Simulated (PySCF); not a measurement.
**Worked example: oscillator strength and radiative lifetime**

Mg(Cl)(SeH) (ClHMgSe), SMILES [Cl][Mg][SeH].

The structure is a stationary point at ωB97X-D3(BJ)/def2-TZVP. The values are those of a single conformer.

TDA-ωB97X/def2-SVPD (PySCF) puts the first singlet state with f over 0.02 at 4.67 eV (vertical), with the transition dipole (0.000, 0.000, 0.714) in atomic units.

Task: Find the oscillator strength, the wavelength and the radiative lifetime that this transition would have in vacuum if emission retraced absorption.

Result: 
|μ|² = 0.5098 au, so |μ| = 1.81 D. ΔE = 4.67/27.211 = 0.1716 hartree. f = (2/3) ΔE |μ|² = 0.058 (the program prints 0.058).
λ = 1239.84/4.67 = 265 nm; ν = 37666 cm⁻¹.
Einstein's coefficient A = 0.6670 ν² f s⁻¹ (ν in cm⁻¹) = 5.5e7 s⁻¹, so τ = 1/A = 18 ns. This state is S1. The figure is the radiative limit of this one transition; relaxation, internal conversion, crossing to triplets and a medium change what is measured.
